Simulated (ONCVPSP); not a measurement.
**Plane-wave convergence, ONCV potential for tungsten**

ONCVPSP 4.0.1 input, shortened (lines: element, Z, core and valence counts, functional; n l f; lmax; l rc ep ncon nbas qcut; lloc lpopt rc5 dvloc0; l nproj debl; icmod fcfact rcfact), PBE, fully relativistic:

```
  W 74.00   10    5        4      upf
    1    0    2.00
    2    0    2.00
    2    1    6.00
    3    0    2.00
    3    1    6.00
    3    2   10.00
    4    0    2.00
    4    1    6.00
    4    2   10.00
    4    3   14.00
    5    0    2.00
    5    1    6.00
    5    2    4.00
    6    0    1.50
    6    1    0.50
    2
    0    1.95    0.00    5   10    7.60
    1    1.95    0.00    4    8    6.70
    2    1.95    0.00    3    8    9.80
    2    5    1.95    0.00
    0    2    2.20
    1    2    1.40
    2    0    1.50
    3    2.50    1.65
```

Open shells are filled in proportion to 2j + 1.

For each optimised wave give the share of its norm inside rc, the residual kinetic energy above qcut (Ha) and the cutoffs (Ha) for errors of 10, 1, 0.1 and 0.01 mHa per electron.

```
    wave  norm inside rc  residual KE  10 mHa  1 mHa  0.1 mHa  0.01 mHa
      5s           0.981      5.7e-07    14.6   19.2     22.7      25.6
      6s           0.112      5.3e-07    11.5   17.7     21.9      25.3
5p j=3/2           0.920      9.8e-07     8.4   10.5     12.4      18.5
6p j=3/2           0.027      8.4e-07     5.5    8.2     10.5      18.0
5p j=1/2           0.953      5.9e-08    10.4   13.4     16.0      18.1
6p j=1/2           0.038      7.8e-07     7.0   10.2     12.7      14.7
5d j=5/2           0.531      7.4e-10    10.3   13.6     23.3      31.8
5d j=3/2           0.569      7.6e-10    11.0   14.5     18.1      31.2
```

The occupied waves need 19 Ha and 23 Ha for 1 and 0.1 mHa. Note: ghosts flagged at negative energy: p3/2 at -30.3 eV; no localised positive-energy state flagged. A true bound ghost makes a file unfit for plane-wave use. The potential misses its own reference levels by up to 0.5 eV.
